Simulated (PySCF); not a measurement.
Excitation energy of Os²⁺ by level of theory

Os²⁺ [Xe] 4f14 5d6 (5D) → Os²⁺ [Xe] 4f14 5d5 6p1 (7P), as a difference of total energies. Calculation: PySCF 2.14, in x2c-TZVPPall (11s7p7d3f1g, 97 functions); scalar relativity by spin-free X2C-1e. Correlated levels: valence: [Xe] 4f14 frozen. The calculations carry no spin-orbit coupling.

```json
{"method": "UHF", "excitation energy (eV)": "6.817"}
{"method": "LDA", "excitation energy (eV)": "7.712"}
{"method": "PBE", "excitation energy (eV)": "7.555"}
{"method": "PBE0", "excitation energy (eV)": "7.608"}
{"method": "r2SCAN", "excitation energy (eV)": "7.520"}
{"method": "LC-wPBE", "excitation energy (eV)": "7.750"}
{"method": "r2SCAN0", "excitation energy (eV)": "7.592"}
{"method": "revPBE", "excitation energy (eV)": "7.553"}
{"method": "MP2 (valence)", "excitation energy (eV)": "7.545"}
{"method": "SCS-MP2 (valence)", "excitation energy (eV)": "8.033"}
```

How much does correlation contribute at MP2 (valence)?

7.545 − (6.817) = 0.728 eV, measured against UHF.

A first-order spin-orbit estimate (lowest level to lowest level, LS coupling) adds -0.066 eV.

The basis was made for the ground configuration and has no added diffuse functions, so the excitation energy can come out too high.
